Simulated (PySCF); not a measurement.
A run for PySCF: R-M06-2X/def2-TZVPP on BFH3NO (SMILES NB(O)F), a point of a torsion scan.

```python
from pyscf import gto, dft

mol = gto.M(
    atom='''
    N     1.04574359   -0.25260266    0.20347377
    B    -0.05034525    0.52204887   -0.18761965
    O    -1.04908682    0.02272190   -0.94063926
    F    -0.17120752    1.77109947    0.31241470
    H     1.92471560    0.16191853    0.45386536
    H     1.14444953   -1.18656982   -0.15259540
    H    -1.79383717    0.61329030   -1.04914366
    ''',
    basis='def2-tzvpp',
    charge=0, spin=0, verbose=4, max_memory=1800)
mf = dft.RKS(mol, xc='m062x').density_fit(auxbasis='def2-universal-jkfit')
mf.grids.level = 4
mf.conv_tol = 1e-9
mf.max_cycle = 150
mf.kernel()
mf.dip_moment()
```

It printed:

```
PySCF version 2.14.0

[INPUT] verbose = 4
[INPUT] num. atoms = 7
[INPUT] num. electrons = 32
[INPUT] charge = 0
[INPUT] spin (= nelec alpha-beta = 2S) = 0
[INPUT] symmetry False subgroup None
[INPUT] Mole.unit = angstrom
[INPUT] Symbol           X                Y                Z      unit          X                Y                Z       unit  Magmom
[INPUT]  1 N      1.045743590000  -0.252602660000   0.203473770000 AA    1.976168981619  -0.477349845737   0.384509698833 Bohr   0.0
[INPUT]  2 B     -0.050345250000   0.522048870000  -0.187619650000 AA   -0.095138734173   0.986529387939  -0.354549754087 Bohr   0.0
[INPUT]  3 O     -1.049086820000   0.022721900000  -0.940639260000 AA   -1.982486770691   0.042938168030  -1.777550583414 Bohr   0.0
[INPUT]  4 F     -0.171207520000   1.771099470000   0.312414700000 AA   -0.323535323266   3.346892937662   0.590378220288 Bohr   0.0
[INPUT]  5 H      1.924715600000   0.161918530000   0.453865360000 AA    3.637185351678   0.305981676192   0.857681227827 Bohr   0.0
[INPUT]  6 H      1.144449530000  -1.186569820000  -0.152595400000 AA    2.162696175087  -2.242291987474  -0.288363513868 Bohr   0.0
[INPUT]  7 H     -1.793837170000   0.613290300000  -1.049143660000 AA   -3.389860963365   1.158950701852  -1.982594182724 Bohr   0.0

nuclear repulsion = 114.991438554297
number of shells = 62
number of NR pGTOs = 232
number of NR cGTOs = 166
basis = def2-tzvpp
ecp = {}


******** <class 'pyscf.df.df_jk.DFRKS'> ********
method = DFRKS
initial guess = minao
damping factor = 0
level_shift factor = 0
DIIS = <class 'pyscf.scf.diis.CDIIS'>
diis_start_cycle = 1
diis_space = 8
diis_damp = 0
SCF conv_tol = 1e-09
SCF conv_tol_grad = None
SCF max_cycles = 150
direct_scf = False
XC library pyscf.dft.libxc version 7.1.2
    S. Lehtola, C. Steigemann, M. J. T. Oliveira, and M. A. L. Marques,  SoftwareX 7, 1–5 (2018)
XC functionals = m062x
    Y. Zhao and D. G. Truhlar,  Theor. Chem. Acc. 120, 215 (2008)
    Y. Zhao and D. G. Truhlar,  Theor. Chem. Acc. 120, 215 (2008)
radial grids:
    Treutler-Ahlrichs [JCP 102, 346 (1995); DOI:10.1063/1.469408] (M4) radial grids

becke partition: Becke, JCP 88, 2547 (1988); DOI:10.1063/1.454033
pruning grids: <function nwchem_prune>
grids dens level: 4
symmetrized grids: False
atomic radii adjust function: <function treutler_atomic_radii_adjust>
small_rho_cutoff = 0
Set gradient conv threshold to 3.16228e-05
Initial guess from minao.
tot grids = 160200
******** <class 'pyscf.df.df.DF'> ********
auxbasis = def2-universal-jkfit
init E= -257.107691956502
  HOMO = -0.342755658252635  LUMO = 0.00284505540548707  gap/eV = 9.40427
cycle= 1 E= -256.573695760857  delta_E= 0.534  |g|= 0.703  |ddm|= 1.99
  HOMO = -0.293291685976222  LUMO = 0.0535943456976646  gap/eV = 9.43925
cycle= 2 E= -256.5741410213  delta_E= -0.000445  |g|= 0.762  |ddm|= 0.722
  HOMO = -0.349841319124277  LUMO = 0.0442969771975719  gap/eV = 10.72505
cycle= 3 E= -256.662116390059  delta_E= -0.088  |g|= 0.043  |ddm|= 0.345
  HOMO = -0.355202849120854  LUMO = 0.0448338466782801  gap/eV = 10.88555
cycle= 4 E= -256.662354837226  delta_E= -0.000238  |g|= 0.0276  |ddm|= 0.0363
  HOMO = -0.351589118934893  LUMO = 0.0450081078086981  gap/eV = 10.79196
cycle= 5 E= -256.662482519625  delta_E= -0.000128  |g|= 0.00575  |ddm|= 0.0151
  HOMO = -0.351911131831141  LUMO = 0.044923587561069  gap/eV = 10.79842
cycle= 6 E= -256.662488639442  delta_E= -6.12e-06  |g|= 0.000995  |ddm|= 0.00408
  HOMO = -0.35202890566503  LUMO = 0.0448922865726686  gap/eV = 10.80078
cycle= 7 E= -256.662488827898  delta_E= -1.88e-07  |g|= 0.000452  |ddm|= 0.00116
  HOMO = -0.351944188481674  LUMO = 0.0449044814063448  gap/eV = 10.79880
cycle= 8 E= -256.662488863722  delta_E= -3.58e-08  |g|= 0.000135  |ddm|= 0.000276
  HOMO = -0.351954155009299  LUMO = 0.0449043016805675  gap/eV = 10.79907
cycle= 9 E= -256.662488867002  delta_E= -3.28e-09  |g|= 2.91e-05  |ddm|= 8.83e-05
  HOMO = -0.351953809561032  LUMO = 0.0449035753445095  gap/eV = 10.79904
cycle= 10 E= -256.66248886722  delta_E= -2.17e-10  |g|= 5.05e-06  |ddm|= 3.55e-05
  HOMO = -0.351954020383808  LUMO = 0.0449036808409744  gap/eV = 10.79905
Extra cycle  E= -256.662488867224  delta_E= -4.55e-12  |g|= 3.99e-06  |ddm|= 6.4e-06
converged SCF energy = -256.662488867224
Dipole moment(X, Y, Z, Debye):  0.56336, -0.52052, -0.58346
```

Self-consistency was reached.

Cost: around 18 core-seconds (rough).
